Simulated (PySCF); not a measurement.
SMILES COC[SiH2]c1ccco1 (C6H10O2Si) (GFN2-xTB optimised geometry):

```
19

C      1.032    -3.322     0.564
O      0.296    -2.135     0.689
C     -0.650    -1.951    -0.345
Si    -1.531    -0.300     0.029
C     -0.247     1.060     0.000
C      1.124     1.060     0.000
C      1.534     2.410     0.000
C      0.386     3.143     0.001
O     -0.688     2.344     0.002
H      1.721    -3.359     1.407
H      1.601    -3.341    -0.375
H      0.375    -4.202     0.590
H     -1.360    -2.789    -0.359
H     -0.146    -1.947    -1.322
H     -2.537    -0.060    -1.016
H     -2.171    -0.389     1.345
H      1.750     0.192     0.009
H      2.537     2.786    -0.001
H      0.213     4.202     0.000
```

Level of theory: PySCF with B3LYP/def2-SVP.

Task: What are the frontier orbital energies and the dipole moment?

Result: HOMO-2 -7.69 eV, HOMO-1 -7.21 eV, HOMO -6.24 eV, LUMO -0.07 eV, LUMO+1 1.06 eV; dipole moment 1.63 D.

On the same geometry PBE/def2-SVP (PySCF) gives HOMO-2 -6.73 eV, HOMO-1 -5.84 eV, HOMO -5.45 eV, LUMO -0.81 eV, LUMO+1 0.39 eV; dipole moment 1.54 D.

Meta-Löwdin charges at B3LYP/def2-SVP: C1 -0.06, O2 -0.40, C3 -0.19, Si4 0.66, C5 -0.08, C6 -0.14, C7 -0.17, C8 0.05, O9 -0.23, H10 0.11, H11 0.08, H12 0.08, H13 0.08, H14 0.08, H15 -0.12, H16 -0.11, H17 0.12, H18 0.12, H19 0.12.
